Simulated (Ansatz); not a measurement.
FGeH4N (`[NH2][GeH2][F]`), relaxed with RKS PBE0-D4/def2-TZVP in Ansatz from a PBE-D4/def2-SVP geometry. The force threshold is 0.005 eV/Å; the program also tests the step.

Total charge 0; spin multiplicity 1.

Start:

```xyz
7

N     0.574   -0.380   -0.944
Ge   -0.539    0.187    0.392
F     0.347    0.608    1.869
H     1.237    0.325   -1.283
H     1.086   -1.245   -0.744
H    -1.472   -0.983    0.779
H    -1.233    1.488   -0.069
```

```csv
step,energy (eV),largest force (eV/Å),largest move (Å)
1,-60782.0862,0.587,0.000
2,-60782.1090,0.226,0.028
3,-60782.1119,0.053,0.009
4,-60782.1122,0.096,0.017
5,-60782.1126,0.009,0.006
6,-60782.1126,0.005,0.001
7,-60782.1126,0.006,0.001
8,-60782.1126,0.000,0.000
```

End:

```xyz
7

N     0.586   -0.373   -0.923
Ge   -0.538    0.184    0.384
F     0.331    0.601    1.846
H     1.228    0.318   -1.283
H     1.078   -1.238   -0.749
H    -1.461   -0.971    0.783
H    -1.224    1.479   -0.058
```

Hardware: 2 threads of an AMD EPYC 7R13 on a shared host. Wall time 17 s, peak host memory 0.31 GiB.
